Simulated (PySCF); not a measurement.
**Rb (rubidium, neutral): UHF calculation**

Configuration: [Kr] 5p1, 2P determinant (an excited configuration). All numbers are calculated (PySCF 2.14, the spin-free X2C one-electron Hamiltonian (Gaussian nucleus), in x2c-TZVPPall with one added diffuse shell each of s, p, d, f type (9s7p7d3f1g, 95 functions)).

- Total energy: -2979.067895 hartree
- One-electron energy: -4129.8544 hartree
- Hartree (Coulomb) energy: 1250.5224 hartree
- Exchange energy: -99.7359 hartree
- ⟨S²⟩: 0.7500
- ⟨L²⟩: 2.000
- Sum of ⟨r⟩: 31.61 bohr
- Sum of ⟨r²⟩: 97.66 bohr²
- Traceless quadrupole moment −½Σ⟨3z² − r²⟩ along its main axis: -26.4 e·bohr²
- Langevin diamagnetic susceptibility: -77.4 ×10⁻⁶ cm³/mol

| shell | electrons | mean orbital energy (hartree) | spread (hartree) | rms radius, mean of both spins (bohr) |
| --- | --- | --- | --- | --- |
| 1s α | 1 | -561.82719 | 0 | 0.0464 |
| 1s β | 1 | -561.82701 | 0 | 0.0464 |
| 2s α | 1 | -77.51603 | 0 | 0.192 |
| 2s β | 1 | -77.51591 | 0 | 0.192 |
| 2p α | 3 | -68.53421 | 0.00013 | 0.171 |
| 2p β | 3 | -68.53400 | 0.00030 | 0.171 |
| 3s α | 1 | -12.60531 | 0 | 0.543 |
| 3s β | 1 | -12.60497 | 0 | 0.543 |
| 3p α | 3 | -9.63048 | 0.00003 | 0.557 |
| 3p β | 3 | -9.63006 | 0.00088 | 0.557 |
| 3d α | 5 | -4.69183 | 0.00055 | 0.578 |
| 3d β | 5 | -4.69161 | 0.00089 | 0.578 |
| 4s α | 1 | -1.61717 | 0 | 1.57 |
| 4s β | 1 | -1.61545 | 0 | 1.57 |
| 4p α | 3 | -0.86055 | 0.00029 | 1.85 |
| 4p β | 3 | -0.85898 | 0.00408 | 1.85 |
| 5p α | 1 | -0.09037 | 0 | 8.13 |

Densities and radii are taken from the X2C orbitals without a picture-change correction, which distorts them close to the nucleus.

Spin-orbit constants ζ (cm⁻¹) from the X2C one-electron operator on these orbitals: bare nucleus, nucleus screened by l(l+1)(2l+1)/3 electrons, and screened by the Breit-Pauli mean field of the electrons.

```json
{"shell": "2p", "bare": "334600", "screened nucleus": "316500", "mean field": "n/a"}
{"shell": "3p", "bare": "50640", "screened nucleus": "47900", "mean field": "n/a"}
{"shell": "3d", "bare": "6561", "screened nucleus": "4788", "mean field": "n/a"}
{"shell": "4p", "bare": "4484", "screened nucleus": "4242", "mean field": "n/a"}
{"shell": "5p", "bare": "98.49", "screened nucleus": "93.17", "mean field": "n/a"}
```

To first order the Landé constant is A = 93.17 cm⁻¹, so the lowest level has J = 1/2 and lies 0.0116 eV below the centre of the term.
